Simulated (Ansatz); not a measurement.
Abridged output of a molecular run in Ansatz:

```
Functional definition: HF
2647 factors; integrals over basis functions are off by at most 1.0e-3 eV
mean field evaluation 1: about -25803.2594 eV, gradient 6.6e1 eV
mean field evaluation 2: about -25803.7205 eV, gradient 6.6e1 eV
mean field evaluation 4: about -25811.3962 eV, gradient 5.7e0 eV
mean field evaluation 8: about -25811.5057 eV, gradient 3.6e-1 eV
mean field -25811.50616614 eV, -948.5553559383 hartree, gradient 6.7e-6 eV, S^2 0.000000; 0 other end points of the search recorded, 0 dependent functions left out
12 core orbitals not correlated: weight in the atoms' cores, before any rotation towards them, 1.000 or more for the frozen orbitals, at most 0.000 for the correlated occupied ones
reference -25811.50616614 eV, -948.5553559383 hartree; 37, 37 occupied and 351, 351 virtual orbitals, 2647 factors
second order -71.01738012 eV of doubles, -0.00000000 eV of singles
cycle   1  -69.83915755 eV  change     1.2e0 eV  update   1.7e-1
cycle   2  -71.24121689 eV  change    -1.4e0 eV  update   4.8e-2
cycle   3  -71.55554328 eV  change   -3.1e-1 eV  update   2.2e-2
cycle   4  -71.51603238 eV  change    4.0e-2 eV  update   4.5e-3
cycle   5  -71.50974653 eV  change    6.3e-3 eV  update   2.0e-3
cycle   6  -71.51272963 eV  change   -3.0e-3 eV  update   6.5e-4
cycle   7  -71.51274448 eV  change   -1.5e-5 eV  update   2.4e-4
cycle   8  -71.51241657 eV  change    3.3e-4 eV  update   7.3e-5
cycle   9  -71.51240252 eV  change    1.4e-5 eV  update   2.2e-5
perturbative correction -2.37028252 eV, -0.0871062761 hartree
Total energy: -25885.38885118 eV, -951.2704945342 hartree
```

Its atoms:

Z-matrix (Å, degrees):
```
C
C 1 1.520
F 1 1.365 2 108.5
H 1 1.092 2 109.5 3 -119.4
H 1 1.092 2 109.5 3 119.4
F 2 1.346 1 110.0 3 59.9
F 2 1.346 1 110.0 3 -58.9
C 2 1.547 1 111.3 3 -179.5
F 8 1.345 2 108.3 1 -58.0
F 8 1.344 2 108.3 1 59.4
C 8 1.551 2 116.5 1 -179.3
F 11 1.324 8 110.9 2 -60.1
F 11 1.324 8 110.9 2 61.4
F 11 1.328 8 108.5 2 -179.4
```

(1) Which basis set was used?
A. def2-TZVPP
B. cc-pV(D+d)Z
C. def2-SVPD
D. def2-TZVPPD

(2) Write the keys of the input that set method, charge and spin (a neutral closed shell needs none for the last two).

Results:

(1) A. It gives 400 functions.

(2) 
```yaml
correlation: {method: ccsd_t}
```
